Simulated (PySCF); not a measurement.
Compound: C7H12P (charge +1).
Structure used (PBE0-D3(BJ)/def2-SVP), in Å, numbered top down from 1:
```xyz
20
C7H12P angstrom
C     -1.2616    2.2491   -0.3955
C     -1.7441    1.0889    0.0540
P     -0.7359   -0.3698    0.2768
C     -1.3754   -1.7014   -0.7532
C     -0.7932   -0.8789    2.0027
C      0.8916   -0.0226   -0.1726
C      2.0482    0.1797   -0.4977
C      3.4178    0.4189   -0.8815
H     -0.2066    2.3751   -0.6589
H     -1.9169    3.1167   -0.5146
H     -2.8024    0.9690    0.3161
H     -0.7595   -2.6016   -0.6130
H     -2.4144   -1.9168   -0.4625
H     -1.3423   -1.3890   -1.8064
H     -0.3835   -0.0743    2.6294
H     -0.1982   -1.7939    2.1373
H     -1.8379   -1.0726    2.2888
H      3.5762    0.1420   -1.9352
H      3.6730    1.4827   -0.7574
H      4.1006   -0.1775   -0.2568
```

Computed with PySCF at wB97X-D/def2-SVPD, non-relativistic, on one gas-phase PBE0-D3(BJ)/def2-SVP geometry that isn't relaxed in the solvent. The solvent is an IEF-PCM continuum (van der Waals radii × 1.2), and excitations are vertical TDDFT with non-equilibrium linear response and a frozen core. Specific hydrogen bonds and non-electrostatic terms are outside this model.

Gas-phase singlets (H = HOMO, L = LUMO):

```
state  E (eV)  λ (nm)      f  leading configurations
   S1   5.835     212  0.000  H→L+1 65%, H-1→L+2 21%
   S2   6.082     204  0.003  H-1→L+1 47%, H→L+2 33%
   S3   6.091     204  0.002  H-1→L+2 42%, H→L+1 31%
   S4   7.150     173  0.001  H-1→L 56%, H-1→L+2 28%
   S5   7.218     172  0.165      H→L 44%, H-2→L 44%
```

Task: What are the lowest 5 singlets in benzene (ε = 2.271)?

Result: 
```csv
state,E (eV),λ (nm),f,leading configurations,change by rank (eV)
S1,5.860,212,0.000,"H→L+1 64%, H-1→L+2 22%",+0.025
S2,6.098,203,0.004,"H-1→L+1 47%, H→L+2 33%",+0.016
S3,6.106,203,0.003,"H-1→L+2 42%, H→L+1 31%",+0.015
S4,7.075,175,0.466,H-2→L 94%,-0.075
S5,7.167,173,0.002,"H-1→L 54%, H-1→L+2 27%",-0.051
```

Task: How do the frontier levels move from gas to benzene?

Result: 
```tsv
orbital	gas (eV)	solvent (eV)	change (eV)
LUMO+2	-2.51	-0.35	+2.16
LUMO+1	-2.75	-0.58	+2.17
LUMO	-3.26	-1.09	+2.17
HOMO	-14.21	-12.08	+2.13
HOMO-1	-14.26	-12.13	+2.13
HOMO-2	-14.47	-12.29	+2.18
HOMO-3	-16.21	-14.00	+2.21
```

The HOMO–LUMO gap goes from 10.95 to 10.99 eV.

Hardware: Arm Neoverse V1, one thread, shared host with 32 logical CPUs at a one-minute load of 13. Cost: 65 s, 1.4 GiB resident at most. This is the whole response run at wB97X-D/def2-SVPD in benzene, SCF included.
